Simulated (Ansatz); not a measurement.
A nudged elastic band was laid between two geometries of BFH$_{3}$NOSi (8 atoms, charge 0, multiplicity 1).

The calculation used Ansatz, RKS PBE-D4/def2-SVP.

```yaml
movable_images: 5
climbing_image: yes
spring: 5.0 eV/Å²
optimiser: quadratic models (default)
start_path: IDPP
force_threshold: 0.05 eV/Å
iteration_limit: 60
end_points: relaxed
```

First end point:

```xyz
8
Properties=species:S:1:pos:R:3
N 0.555 1.180 1.198
B 0.207 0.238 0.233
O 0.834 -0.912 -0.224
Si -0.688 -0.788 -1.098
F -1.719 -2.016 -0.758
H -0.025 1.984 1.430
H 1.416 1.100 1.743
H -0.488 -0.843 -2.580
```

Last end point:

```xyz
8
Properties=species:S:1:pos:R:3
N 0.554 1.179 1.200
B 0.208 0.238 0.233
O 0.836 -0.911 -0.226
Si -0.688 -0.787 -1.098
F -1.719 -2.016 -0.759
H 1.416 1.101 1.744
H -0.027 1.982 1.432
H -0.488 -0.843 -2.580
```

(1) What changes between the two ends?

(2) Give the energies along the band, and the barrier.

(3) What is the geometry of the highest image?

(4) What are the harmonic wavenumbers there?

The band took 7 iterations and roughly 100 core-seconds.

Answers

(1) No bond is made or broken. The dihedral H6–N1–B2–O3 goes from -180 to -1°. The two ends are copies of one structure, up to a mirror image or an exchange of like atoms.

(2) It converged. The highest image is number 3 of 0 to 6, 0.65 eV above the ends, which have the same energy within 2 meV. A vibrational analysis at the climbing image gives one clearly imaginary mode, 426i cm⁻¹: a first-order saddle point.

```csv
image,path coordinate (Å),energy (eV),dihedral H6–N1–B2–O3 (°)
0,0.00,0.00,-180
1,0.59,0.14,169
2,1.17,0.48,150
3,1.76,0.65,118
4,2.34,0.48,75
5,2.92,0.14,29
6,3.50,0.00,-1
```

(3) 
```xyz
8
Properties=species:S:1:pos:R:3
N 0.838 1.125 1.220
B 0.374 0.221 0.210
O 0.951 -0.699 -0.583
Si -0.818 -0.786 -0.978
F -1.391 -2.270 -0.565
H 0.683 2.112 0.980
H 0.401 0.966 2.135
H -0.945 -0.725 -2.476
```

(4) 426i, 136, 237, 293, 380, 438, 560, 632, 653, 804, 866, 892, 1033, 1484, 1535, 2150, 3457, 3532 cm⁻¹.

Time of the run: 96 s on 1 thread of Arm Neoverse V1 (shared host), peak memory 0.12 GiB.
